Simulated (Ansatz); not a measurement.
Reaction (ligand exchange at a Ge–C bond): `[OH][GeH2][CH2][SiH3]` + H₂Te → `[OH][GeH2][TeH]` + `C[SiH3]`

Computed with Ansatz on PBE0-D4/def2-TZVP structures; ΔE is electronic, products minus reactants. CCSD(T)/CBS adds triple-zeta CCSD(T) − MP2 to the extrapolated MP2 energy (def2 sets, frozen cores). This one scheme is used for every species. DFT in def2-TZVPP. B3LYP here is the variant with VWN-RPA as its local correlation; programs differ in this. def2 core potentials past Kr. For Ge, Te outer-core shells are correlated without core-valence functions, which leaves a few kJ/mol of doubt a bond. Scalar relativity is left out up to krypton. Each species was taken in one conformer, which may not be the lowest.

```json
{"level": "PBE-D4", "ΔE (kcal/mol)": "-19.3", "difference from CCSD(T)/CBS": "-2.0"}
{"level": "r2SCAN-D4", "ΔE (kcal/mol)": "-19.0", "difference from CCSD(T)/CBS": "-1.7"}
{"level": "PBE0-D4", "ΔE (kcal/mol)": "-18.9", "difference from CCSD(T)/CBS": "-1.6"}
{"level": "B3LYP-D4", "ΔE (kcal/mol)": "-18.9", "difference from CCSD(T)/CBS": "-1.6"}
{"level": "ωB97X-V", "ΔE (kcal/mol)": "-17.3", "difference from CCSD(T)/CBS": "0.0"}
{"level": "ωB97M-V", "ΔE (kcal/mol)": "-17.4", "difference from CCSD(T)/CBS": "-0.1"}
{"level": "B2PLYP", "ΔE (kcal/mol)": "-18.8", "difference from CCSD(T)/CBS": "-1.5"}
{"level": "PBE", "ΔE (kcal/mol)": "-19.9", "difference from CCSD(T)/CBS": "-2.6"}
{"level": "r2SCAN", "ΔE (kcal/mol)": "-19.2", "difference from CCSD(T)/CBS": "-1.9"}
{"level": "PBE0", "ΔE (kcal/mol)": "-19.5", "difference from CCSD(T)/CBS": "-2.2"}
{"level": "B3LYP", "ΔE (kcal/mol)": "-19.8", "difference from CCSD(T)/CBS": "-2.5"}
{"level": "HF/def2-TZVPP", "ΔE (kcal/mol)": "-18.9", "difference from CCSD(T)/CBS": "-1.6"}
{"level": "MP2/def2-TZVPP", "ΔE (kcal/mol)": "-17.4", "difference from CCSD(T)/CBS": "-0.1"}
{"level": "SCS-MP2/def2-TZVPP", "ΔE (kcal/mol)": "-17.0", "difference from CCSD(T)/CBS": "0.3"}
{"level": "CCSD/def2-TZVPP", "ΔE (kcal/mol)": "-16.0", "difference from CCSD(T)/CBS": "1.3"}
{"level": "CCSD(T)/def2-TZVPP", "ΔE (kcal/mol)": "-15.9", "difference from CCSD(T)/CBS": "1.4"}
{"level": "HF/def2-QZVPP", "ΔE (kcal/mol)": "-19.0", "difference from CCSD(T)/CBS": "-1.7"}
{"level": "MP2/def2-QZVPP", "ΔE (kcal/mol)": "-18.2", "difference from CCSD(T)/CBS": "-0.9"}
{"level": "SCS-MP2/def2-QZVPP", "ΔE (kcal/mol)": "-17.7", "difference from CCSD(T)/CBS": "-0.4"}
{"level": "HF/CBS(def2)", "ΔE (kcal/mol)": "-19.0", "difference from CCSD(T)/CBS": "-1.7"}
{"level": "MP2/CBS(def2)", "ΔE (kcal/mol)": "-18.7", "difference from CCSD(T)/CBS": "-1.4"}
{"level": "CCSD/CBS(def2)", "ΔE (kcal/mol)": "-17.3", "difference from CCSD(T)/CBS": "0.0"}
{"level": "CCSD(T)/CBS", "ΔE (kcal/mol)": "-17.3", "difference from CCSD(T)/CBS": "0"}
```

Largest T1 diagnostic among the species: 0.011.

The D4 term adds +0.9 kcal/mol with B3LYP and +0.5 kcal/mol with PBE0; it sums over pairs of atoms, weighted by their polarisabilities, and B3LYP, whose exchange is more repulsive, gets the larger term. In def2-TZVPP, CCSD(T) changes the Hartree–Fock value by +3.0 kcal/mol (the triples alone add +0.0 kcal/mol) and MP2 by +1.5 kcal/mol.
